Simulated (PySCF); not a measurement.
(1S)-1-bromo-1-chloroethane (C₂H₄BrCl), SMILES C[C@@H](Cl)Br.

Coordinates come from a PBE0-D3(BJ)/def2-SVP optimisation.

Two levels are set side by side: PBE/def2-TZVP (PySCF) and CAM-B3LYP/def2-TZVP (PySCF). Same geometry, gas phase. Differences are taken from unrounded values.

```csv
quantity,CAM-B3LYP
orbital gap (eV),10.07
highest occupied level (eV),-9.52
lowest empty level (eV),0.55
dipole moment (D),2.03
mean polarisability (bohr³),56.0
```

**Question.** What does PBE give, and how far is it from CAM-B3LYP? (Estimate from the structure and the level; the computed values follow.)

**Answer.** 
```
quantity                       PBE  PBE minus CAM-B3LYP
---------------------------  -----  -------------------
orbital gap (eV)              5.25                -4.82
highest occupied level (eV)  -6.85                 2.66
lowest empty level (eV)      -1.60                -2.16
dipole moment (D)             1.96                -0.08
mean polarisability (bohr³)   58.2                  2.2
```

Without exact exchange PBE keeps part of each electron's self-repulsion, which lifts occupied levels and narrows the gap. PBE's more diffuse valence density responds more strongly to a field. Differences between two approximate levels are no errors against the true value.

Rough cost on one machine, each run with all the roots and properties that it gave: CAM-B3LYP against PBE within a factor of 2.
